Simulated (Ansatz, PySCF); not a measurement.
Gas-phase reaction 2 R1 + R2 → 2 P1 + P2, each structure at its B3LYP-D3(BJ)/def2-TZVP stationary point, reached from a drawn start (curvature not checked).
P1, H2O (SMILES O) (charge 0, multiplicity 1):
```xyz
3

O      0.0000     0.0000     0.3896
H      0.0000     0.7650    -0.1949
H      0.0000    -0.7650    -0.1949
```
R1: H2S (SMILES S), charge 0, multiplicity 1.
R2: C3H8O2 (SMILES COCOC), charge 0, multiplicity 1.
P2: C3H8S2 (SMILES CSCSC), charge 0, multiplicity 1.

P less R. No zero-point or thermal terms. One arrangement of each flexible species, with no search for the lowest.

Correlated levels freeze the cores.

Programs: Ansatz (Gaussian basis) for Hartree–Fock, density functionals and correlated methods; PySCF for the D3/D4 terms. All values are computed, each at the level named.

Task: Estimate the reaction energy that BHLYP-D4/def2-TZVPP returns for this input.

Result: -1.04 eV

Task: Estimate the reaction energy that MP2/cc-pV(D+d)Z returns for this input.

Result: -0.86 eV

Task: What is the computed reaction energy (HF/cc-pV(D+d)Z)?

Result: -0.29 eV

Ansatz is an electronic-structure program.
